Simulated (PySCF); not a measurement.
This PySCF input asks for the NMR shieldings of SMILES C([SiH2][SiH2]CC)(C)(C)C=O, C6H16OSi2; the geometry comes from GFN2-xTB.

```python
import basis_set_exchange as bse
import numpy as np
from pyscf import gto, dft
from pyscf.prop import nmr

atoms = """
C     4.199989    0.131652   -0.427644
C     2.955870   -0.437883    0.239438
Si    1.336597    0.134162   -0.604403
Si   -0.375600   -0.931627    0.543890
C    -2.017350    0.040161    0.140049
C    -3.265089   -0.682666    0.623180
C    -1.913237    1.425934    0.778082
C    -1.949525    0.132599   -1.325797
O    -1.059041    0.683214   -1.938230
H     5.107301   -0.211377    0.068016
H     4.186635    1.218645   -0.394763
H     4.246310   -0.172984   -1.470628
H     3.016333   -1.527991    0.227405
H     2.954891   -0.146595    1.291275
H     1.454002   -0.252184   -2.013498
H     1.316520    1.600773   -0.505812
H    -0.376397   -0.976815    2.017065
H    -0.660376   -2.322081    0.144943
H    -4.164372   -0.116291    0.378847
H    -3.231488   -0.811441    1.702540
H    -3.344392   -1.666882    0.166715
H    -2.833966    1.985756    0.608973
H    -1.758904    1.343906    1.851930
H    -1.090190    1.987577    0.344464
H    -2.745457   -0.403417   -1.879515
"""
names = dict.fromkeys(["C", "Si", "O", "H"], "pcSseg-1")
basis = {el: gto.basis.parse(bse.get_basis(n, elements=[el], fmt="nwchem")) for el, n in names.items()}
mol = gto.M(atom=atoms, basis=basis, charge=0, verbose=0)
mf = dft.RKS(mol, xc="PBE0")
mf.grids.level = 2
mf.grids.alignment = dft.numint.BLKSIZE   # the property module wants whole blocks of grid points
mf.conv_tol = 1e-9
mf.kernel()

calc = nmr.RKS(mf)   # GIAO
C = mf.mo_coeff
Co = C[:, mf.mo_occ > 0]
resp = mf.gen_response(singlet=True, hermi=2)
def vind(x):   # induced exchange potential for any number of trial vectors
    d = np.einsum("pi,xij,qj->xpq", C, 2 * x.reshape(-1, C.shape[1], Co.shape[1]), Co, optimize=True)
    return np.einsum("xpq,pi,qj->xij", resp(d - d.transpose(0, 2, 1)), C, Co, optimize=True).ravel()
mo1, _ = nmr.rhf.solve_mo1(calc, with_cphf=vind)
sigma = calc.kernel(mo1)
for i, s in enumerate(sigma):   # ppm
    print("%2d %-2s %9.2f" % (i, mol.atom_pure_symbol(i), np.trace(s) / 3))
```

Task: What does it print?

Result: 
```
 0 C     172.06
 1 C     179.09
 2 Si    415.85
 3 Si    382.17
 4 C     145.82
 5 C     163.15
 6 C     161.15
 7 C     -34.12
 8 O    -329.32
 9 H      30.20
10 H      30.69
11 H      30.72
12 H      31.33
13 H      31.25
14 H      27.85
15 H      27.41
16 H      27.99
17 H      27.72
18 H      30.21
19 H      30.39
20 H      30.10
21 H      30.56
22 H      30.60
23 H      29.64
24 H      21.56
```

These numbers come from an equivalent density-fitted implementation of the same equations, which agrees with the script to about 0.01 ppm for H and up to a few tenths of a ppm for heavy atoms, so last digits may differ.

Task: Turn these shieldings into chemical shifts. References, each an isolated molecule treated in the same way: ¹³C (σref 186.93), ²⁹Si (σref 349.16), ¹H (σref 31.72) vs TMS; ¹⁷O (σref 336.08) against H2O.

Result: Averaging equivalent atoms: C 7: 221.0; C 4: 41.1; C 5/6: 24.8; C 0: 14.9; C 1: 7.8; Si 3: -33.0; Si 2: -66.7; O 8: 665.4; H 24: 10.16; H 14/15: 4.09; H 16/17: 3.87; H 18/19/20/21/22/23: 1.47; H 9/10/11: 1.18; H 12/13: 0.43 ppm. Unscaled 17O shifts of doubly bonded oxygen tend to come out too high, by tens of ppm or more. Experimental scales use liquid or dissolved standards, which lie at an offset from isolated H2O (liquid H2O: subtract about 36 ppm).

Size and cost of the density-fitted run: 247 basis functions, 3.4 min wall time on 1 thread of an Intel Xeon, shared host; peak memory 1.1 GiB.
